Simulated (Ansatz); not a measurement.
Basis-set series for C3H7B (`BC(=C)C`). The species carries charge 0 and has multiplicity 1. All single points use the PBE0-D4/def2-TZVP geometry.

| functional | basis | functions | energy (Eh) | HOMO (eV) | LUMO (eV) |
| --- | --- | --- | --- | --- | --- |
| PBE0-D4 | def2-SVP | 91 | -143.04831 | -7.90 | -1.86 |
| PBE0-D4 | def2-QZVPP | 438 | -143.21252 | -7.93 | -1.96 |
| ωB97M-V | def2-SVP | 91 | -143.13618 | -10.08 | 0.23 |
| ωB97M-V | def2-QZVPP | 438 | -143.31107 | -10.13 | 0.01 |

Problem. Give the rows for def2-TZVPP. (Best estimate.)

Solution. Computed: 
```tsv
functional	basis	functions	energy (Eh)	HOMO (eV)	LUMO (eV)
PBE0-D4	def2-TZVPP	222	-143.20418	-7.93	-1.94
ωB97M-V	def2-TZVPP	222	-143.30304	-10.12	0.06
```

Positive LUMOs are unbound and depend on the basis.
